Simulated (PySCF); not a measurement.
Compound: 4-methylbenzyl alcohol, C8H10O.
Bonds: C1–C2, C2–C3 (aromatic), C3–C4 (aromatic), C4–C5 (aromatic), C5–C6, C6–O7, C5–C8 (aromatic), C8–C9 (aromatic), C2–C9 (aromatic). Hydrogens: H10, H11, H12 on C1; H13 on C3; H14 on C4; H15, H16 on C6; H17 on O7; H18 on C8; H19 on C9.

Method: PySCF, PBE0-D3(BJ)/def2-SVP geometry optimisation, gas phase.

Task: List the bond lengths, angles and torsions at this level.

Result: 
```tsv
bond	length (Å)	order
C1–C2	1.501	single
C2–C3, C2–C9	1.400	aromatic
C3–C4, C8–C9	1.392	aromatic
C4–C5, C5–C8	1.398	aromatic
C5–C6	1.509	single
C6–O7	1.400	single
C1–H10, C1–H11, C1–H12	1.101	single
C3–H13, C9–H19	1.094	single
C4–H14, C8–H18	1.094	single
C6–H15, C6–H16	1.106	single
O7–H17	0.964	single
```

Bonds in one row agree within 0.01 Å and their mean is given. Orders are formal, as drawn. A selection of angles:
```tsv
angle	degrees
C1–C2–C3	121.0
C3–C2–C9	117.8
C2–C3–C4	121.2
C3–C4–C5	120.7
C4–C5–C6	120.4
C4–C5–C8	118.3
C6–C5–C8	121.3
C5–C6–O7	113.8
H17–O7–C6	107.5
```

Torsions: C4–C5–C6–O7 -30°; H17–O7–C6–C5 -55° (synclinal). The mirror-image conformer, all signs reversed, is as good.

Of the pairs four or more bonds apart, O7···H14 is among the closest relative to their van der Waals radii: 2.53 Å, 93 % of the sum of Bondi's values. The 6-membered ring C2–C3–C4–C5–C8–C9 has internal angles of 117.8° to 121.2°; it is planar, 0.00 Å rms from its mean plane, widest ring torsion 1°. The C–C distances run from 1.392 Å (C3–C4, aromatic) to 1.509 Å (C5–C6, drawn single), a spread of 0.117 Å.

Point group: C1 (no symmetry element, even within 0.4 Å). No frequency check. The numbers are those of one conformer (C4–C5–C6–O7 -30°, C5–C6–O7–H -55°).
